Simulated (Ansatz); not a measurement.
Two isomers of C4H8BF: A = `BC/C(C)=C\F`, B = `CC(C)=CBF`.

Program: Ansatz. Geometries: PBE0-D4/def2-TZVP. ΔE: electronic, gas phase. CBS: MP2 limit from def2 TZ/QZ plus the TZ coupled-cluster correction, frozen cores. Functionals use def2-TZVPP. B3LYP here is the variant with VWN-RPA as its local correlation; programs differ in this. Each species was taken in one conformer, which may not be the lowest.

Task: Which is lower in electronic energy at CCSD(T)/CBS, and by how much? (Best estimate.)

Result: The calculation gave: B, by 249.7 kJ/mol.

Task: Give E(B) − E(A) in kJ/mol with B3LYP, CCSD/def2-TZVPP, PBE-D4, r2SCAN-D4, ωB97M-V, PBE0-D4, CCSD(T)/def2-TZVPP. (Estimate.)

Result: Ansatz gave: B3LYP -255.5, CCSD/def2-TZVPP -252.9, PBE-D4 -233.1, r2SCAN-D4 -241.7, ωB97M-V -243.4, PBE0-D4 -239.5, CCSD(T)/def2-TZVPP -248.0. None reverses the order clearly.

Largest T1 diagnostic: 0.012.

In def2-TZVPP, CCSD(T) changes the Hartree–Fock value by +28.2 kJ/mol (the triples alone add +4.9 kJ/mol) and MP2 by +27.4 kJ/mol. The D4 term adds +3.7 kJ/mol with B3LYP and +1.8 kJ/mol with PBE0; it sums over pairs of atoms, weighted by their polarisabilities, and B3LYP, whose exchange is more repulsive, gets the larger term.
